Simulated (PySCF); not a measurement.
PySCF input for Al(F)(NCO)(OH) (CHAlFNO2), SMILES O=C=[N][Al]([OH])[F], TDDFT-PBE/def2-SVPD. Geometry: B3LYP-D3(BJ)/def2-SVP. The structure was generated by enumeration; whether it is a known compound was not checked. Other conformers were not sampled.

```python
import numpy as np
from pyscf import gto, scf, dft, tdscf

mol = gto.M(
    atom='''
    Al   -0.02139829    0.92333442    0.00000000
    F    -1.50296299    1.65578516    0.00000000
    N     0.04684640   -0.83809379    0.00000000
    C     0.03472543   -2.04128127    0.00000000
    O     0.03286443   -3.21185159    0.00000000
    O     1.34298203    1.90927231    0.00000000
    H     2.26179560    1.62956438    0.00000000
    ''',
    basis='def2-SVPD',
    charge=0,
    spin=0,
    symmetry=True,
    max_memory=1600,
    verbose=4,
)
mf = dft.RKS(mol, xc='pbe').density_fit(auxbasis='def2-universal-jkfit')
mf.grids.level = 3
mf.conv_tol = 1e-9
mf.max_cycle = 100
mf.kernel()
mf.grids = dft.Grids(mol).set(level=1).build(with_non0tab=True)  # coarser grid for the response kernel
td = tdscf.TDDFT(mf)
td.singlet = True
td.nstates = 10
td.conv_tol = 1e-4
td.positive_eig_threshold = 1e-6
td.kernel(x0=td.get_init_guess(mf, 15))
td.analyze()
tt = tdscf.TDA(mf)
tt.singlet = False
tt.nstates = 4
tt.conv_tol = 1e-4
tt.positive_eig_threshold = 1e-6
tt.kernel(x0=tt.get_init_guess(mf, 9))
tt.analyze(verbose=3)
```

Output:

```
PySCF version 2.14.0

[INPUT] verbose = 4
[INPUT] num. atoms = 7
[INPUT] num. electrons = 52
[INPUT] charge = 0
[INPUT] spin (= nelec alpha-beta = 2S) = 0
[INPUT] symmetry True subgroup None
[INPUT] Mole.unit = angstrom
[INPUT] Symbol           X                Y                Z      unit          X                Y                Z       unit  Magmom
[INPUT]  1 Al    -0.021398290000   0.923334420000   0.000000000000 AA   -0.040436907634   1.744849175184   0.000000000000 Bohr   0.0
[INPUT]  2 F     -1.502962990000   1.655785160000   0.000000000000 AA   -2.840188426457   3.128980473519   0.000000000000 Bohr   0.0
[INPUT]  3 N      0.046846400000  -0.838093790000   0.000000000000 AA    0.088526865922  -1.583767729799   0.000000000000 Bohr   0.0
[INPUT]  4 C      0.034725430000  -2.041281270000   0.000000000000 AA    0.065621552258  -3.857462543504   0.000000000000 Bohr   0.0
[INPUT]  5 O      0.032864430000  -3.211851590000   0.000000000000 AA    0.062104771940  -6.069519857849   0.000000000000 Bohr   0.0
[INPUT]  6 O      1.342982030000   1.909272310000   0.000000000000 AA    2.537868226912   3.608001763116   0.000000000000 Bohr   0.0
[INPUT]  7 H      2.261795600000   1.629564380000   0.000000000000 AA    4.274174233746   3.079430380547   0.000000000000 Bohr   0.0

nuclear repulsion = 250.113754617403
point group symmetry = Cs
symmetry origin: [-7.26817768e-10 -3.99749760e-09  0.00000000e+00]
symmetry axis x: [1.00000000e+00 6.48361811e-11 0.00000000e+00]
symmetry axis y: [-6.48361811e-11  1.00000000e+00  0.00000000e+00]
symmetry axis z: [0. 0. 1.]
num. orbitals of irrep A' = 99
num. orbitals of irrep A" = 42
number of shells = 57
number of NR pGTOs = 211
number of NR cGTOs = 141
basis = def2-SVPD
ecp = {}


******** <class 'pyscf.df.df_jk.DFSymAdaptedRKS'> ********
method = DFSymAdaptedRKS
initial guess = minao
damping factor = 0
level_shift factor = 0
DIIS = <class 'pyscf.scf.diis.CDIIS'>
diis_start_cycle = 1
diis_space = 8
diis_damp = 0
SCF conv_tol = 1e-09
SCF conv_tol_grad = None
SCF max_cycles = 100
direct_scf = False
XC library pyscf.dft.libxc version 7.1.2
    S. Lehtola, C. Steigemann, M. J. T. Oliveira, and M. A. L. Marques,  SoftwareX 7, 1–5 (2018)
XC functionals = pbe
    J. P. Perdew, K. Burke, and M. Ernzerhof,  Phys. Rev. Lett. 77, 3865 (1996)
    J. P. Perdew, K. Burke, and M. Ernzerhof,  Phys. Rev. Lett. 78, 1396 (1997)
    J. P. Perdew, K. Burke, and M. Ernzerhof,  Phys. Rev. Lett. 77, 3865 (1996)
    J. P. Perdew, K. Burke, and M. Ernzerhof,  Phys. Rev. Lett. 78, 1396 (1997)
radial grids:
    Treutler-Ahlrichs [JCP 102, 346 (1995); DOI:10.1063/1.469408] (M4) radial grids

becke partition: Becke, JCP 88, 2547 (1988); DOI:10.1063/1.454033
pruning grids: <function nwchem_prune>
grids dens level: 3
symmetrized grids: True
atomic radii adjust function: <function treutler_atomic_radii_adjust>
small_rho_cutoff = 0
Freeze 0 electrons in irreps []
    52 free electrons in irreps A' A"
Set gradient conv threshold to 3.16228e-05
Initial guess from minao.
tot grids = 99440
init E= -586.151693898774
HOMO (A') = -0.352527074553982  LUMO (A') = -0.0942854228318835  gap/eV = 7.02711
cycle= 1 E= -585.280935223525  delta_E= 0.871  |g|= 1.25  |ddm|= 4.31
HOMO (A') = -0.131217640445747  LUMO (A') = -0.0454101779268354  gap/eV = 2.33494
cycle= 2 E= -583.542489420377  delta_E= 1.74  |g|= 3.16  |ddm|= 3.89
HOMO (A') = -0.241198425420333  LUMO (A') = -0.0646006072227037  gap/eV = 4.80547
cycle= 3 E= -585.489365907038  delta_E= -1.95  |g|= 0.625  |ddm|= 2.96
HOMO (A') = -0.281418869420626  LUMO (A') = -0.0779546518685992  gap/eV = 5.53654
cycle= 4 E= -585.560787072896  delta_E= -0.0714  |g|= 0.291  |ddm|= 0.677
HOMO (A') = -0.290748821836959  LUMO (A') = -0.0713601893853144  gap/eV = 5.96987
cycle= 5 E= -585.575803153288  delta_E= -0.015  |g|= 0.134  |ddm|= 0.333
HOMO (A') = -0.284038255089818  LUMO (A') = -0.0728512798056702  gap/eV = 5.74669
cycle= 6 E= -585.57932365512  delta_E= -0.00352  |g|= 0.0309  |ddm|= 0.118
HOMO (A') = -0.281440069396898  LUMO (A') = -0.0724951003460572  gap/eV = 5.68568
cycle= 7 E= -585.57949767158  delta_E= -0.000174  |g|= 0.011  |ddm|= 0.0354
HOMO (A') = -0.281827082892542  LUMO (A') = -0.0723098008123735  gap/eV = 5.70126
cycle= 8 E= -585.579526509566  delta_E= -2.88e-05  |g|= 0.00185  |ddm|= 0.0153
HOMO (A') = -0.28184083020672  LUMO (A') = -0.072458195808232  gap/eV = 5.69759
cycle= 9 E= -585.579527377613  delta_E= -8.68e-07  |g|= 0.000318  |ddm|= 0.00272
HOMO (A') = -0.281840386620897  LUMO (A') = -0.0724569025687893  gap/eV = 5.69761
cycle= 10 E= -585.579527378786  delta_E= -1.17e-09  |g|= 0.000316  |ddm|= 0.000574
HOMO (A') = -0.281853796153005  LUMO (A') = -0.0724567841967474  gap/eV = 5.69798
cycle= 11 E= -585.579527395158  delta_E= -1.64e-08  |g|= 7.48e-05  |ddm|= 0.000291
HOMO (A') = -0.281849772704757  LUMO (A') = -0.0724556302626556  gap/eV = 5.69790
cycle= 12 E= -585.579527396229  delta_E= -1.07e-09  |g|= 4.25e-06  |ddm|= 7.98e-05
HOMO (A') = -0.281849622914529  LUMO (A') = -0.0724556046693503  gap/eV = 5.69790
cycle= 13 E= -585.579527396231  delta_E= -1.82e-12  |g|= 7.36e-07  |ddm|= 5.99e-06
HOMO (A') = -0.281849562627071  LUMO (A') = -0.0724555632181167  gap/eV = 5.69790
Extra cycle  E= -585.579527396231  delta_E= -7.96e-13  |g|= 1.48e-06  |ddm|= 2.14e-06
converged SCF energy = -585.579527396231
tot grids = 34784
Overwritten attributes  positive_eig_threshold  of <class 'pyscf.tdscf.rks.CasidaTDDFT'>


******** <class 'pyscf.tdscf.rks.CasidaTDDFT'> for <class 'pyscf.df.df_jk.DFSymAdaptedRKS'> ********
nstates = 10 singlet
deg_eia_thresh = 1.000e-03
wfnsym = None
conv_tol = 0.0001
eigh lindep = 1e-12
eigh level_shift = 0
eigh max_cycle = 100


Excitation energies (eV)
[5.76992315 5.87705449 6.22472023 6.58347168 6.69709397 6.94217843
 7.30647159 7.34305093 7.36751921 7.74756364]

** Singlet excitation energies and oscillator strengths **
Excited State   1:   A'      5.76992 eV    214.88 nm  f=0.0085
      26 -> 27       -0.70563
Excited State   2:   A"      5.87705 eV    210.96 nm  f=0.0024
      25 -> 27        0.70675
Excited State   3:   A"      6.22472 eV    199.18 nm  f=0.0001
      26 -> 28        0.70643
Excited State   4:   A"      6.58347 eV    188.33 nm  f=0.0525
      24 -> 27        0.70421
Excited State   5:   A'      6.69709 eV    185.13 nm  f=0.0516
      23 -> 27       -0.11507
      25 -> 28       -0.62384
      26 -> 29        0.30280
Excited State   6:   A'      6.94218 eV    178.60 nm  f=0.0377
      23 -> 27        0.66131
      24 -> 28        0.20580
      26 -> 29        0.10802
Excited State   7:   A'      7.30647 eV    169.69 nm  f=0.0360
      23 -> 27        0.19693
      24 -> 28       -0.65026
Excited State   8:   A"      7.34305 eV    168.85 nm  f=0.0022
      23 -> 28       -0.10191
      25 -> 29        0.69702
Excited State   9:   A"      7.36752 eV    168.28 nm  f=0.0022
      23 -> 28        0.69826
      25 -> 29        0.10135
Excited State  10:   A'      7.74756 eV    160.03 nm  f=0.0989
      25 -> 28       -0.14138
      26 -> 29       -0.34371
      26 -> 30        0.53050
      26 -> 31        0.24201

** Transition electric dipole moments (AU) **
state          X           Y           Z        Dip. S.      Osc.
  1         0.2346      0.0728     -0.0000      0.0603      0.0085
  2         0.0000      0.0000     -0.1301      0.0169      0.0024
  3        -0.0000     -0.0000      0.0292      0.0009      0.0001
  4         0.0000     -0.0000      0.5706      0.3256      0.0525
  5         0.0807      0.5552      0.0000      0.3148      0.0516
  6        -0.0692      0.4658      0.0000      0.2217      0.0377
  7         0.3445      0.2873      0.0000      0.2012      0.0360
  8         0.0000      0.0000      0.1108      0.0123      0.0022
  9        -0.0000      0.0000     -0.1101      0.0121      0.0022
 10        -0.0601      0.7195      0.0000      0.5213      0.0989

** Transition velocity dipole moments (imaginary part, AU) **
state          X           Y           Z        Dip. S.      Osc.
  1         0.0520      0.0154     -0.0000      0.0029      0.0093
  2         0.0000      0.0000     -0.0340      0.0012      0.0036
  3        -0.0000     -0.0000      0.0072      0.0001      0.0002
  4         0.0000      0.0000      0.1361      0.0185      0.0510
  5         0.0193      0.1358      0.0000      0.0188      0.0510
  6        -0.0134      0.1212      0.0000      0.0149      0.0388
  7         0.0942      0.0778      0.0000      0.0149      0.0371
  8         0.0000      0.0000      0.0290      0.0008      0.0021
  9        -0.0000      0.0000     -0.0330      0.0011      0.0027
 10        -0.0170      0.2061     -0.0000      0.0428      0.1001

** Transition magnetic dipole moments (imaginary part, AU) **
state          X           Y           Z
  1        -0.0000     -0.0000     -0.0800
  2        -0.2989      0.1311     -0.0000
  3        -0.0769      0.1797      0.0000
  4        -0.3783      0.5508      0.0000
  5         0.0000     -0.0000      0.1018
  6        -0.0000     -0.0000     -0.2300
  7        -0.0000     -0.0000      0.0366
  8        -0.0514      0.1301     -0.0000
  9         0.4677     -0.2953     -0.0000
 10         0.0000      0.0000     -0.5041
Overwritten attributes  positive_eig_threshold  of <class 'pyscf.tdscf.rks.TDA'>


******** <class 'pyscf.tdscf.rks.TDA'> for <class 'pyscf.df.df_jk.DFSymAdaptedRKS'> ********
nstates = 4 triplet
deg_eia_thresh = 1.000e-03
wfnsym = None
conv_tol = 0.0001
eigh lindep = 1e-12
eigh level_shift = 0
eigh max_cycle = 100


Excitation energies (eV)
[5.61454551 5.72024726 5.98301915 6.05881797]

** Triplet excitation energies and oscillator strengths **
Excited State   1:   A'      5.61455 eV    220.83 nm  f=0.0000
Excited State   2:   A"      5.72025 eV    216.75 nm  f=0.0000
Excited State   3:   A'      5.98302 eV    207.23 nm  f=0.0000
Excited State   4:   A"      6.05882 eV    204.63 nm  f=0.0000
```

The run converged.

Cost: roughly 40 core-seconds.
